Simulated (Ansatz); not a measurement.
Basis-set extrapolation for `BO[Si](O)(O)O` (PBE0-D4/def2-TZVP geometry, frozen core, Ansatz 0.2.0). Multiplicity 1, RHF reference.

```tsv
	def2-TZVPP	def2-QZVPP
HF	-616.411201	-616.437545
MP2 correlation	-1.163276	-1.258228
CCSD(T) correlation	-1.227279	not run
```

Energies in hartree. Use E(X) = E(∞) + A·exp(−7.88·√X) for Hartree–Fock and E(X) = E(∞) + B·X^(−2.97) for correlation, with X = 3 and 4, and add CCSD(T) minus MP2 of the smaller set to the MP2 limit.

**Question.** What is the CCSD(T) energy at the basis-set limit?

**Answer.** HF limit: -616.437545 + (-0.026344) × 0.13774 = -616.44117. MP2 limit: -1.258228 + (-0.094952) × 0.74074 = -1.32856. Higher-order term: -1.227279 − (-1.163276) = -0.06400. Total: -617.83373 hartree, 512.6 kJ/mol below CCSD(T)/def2-TZVPP.
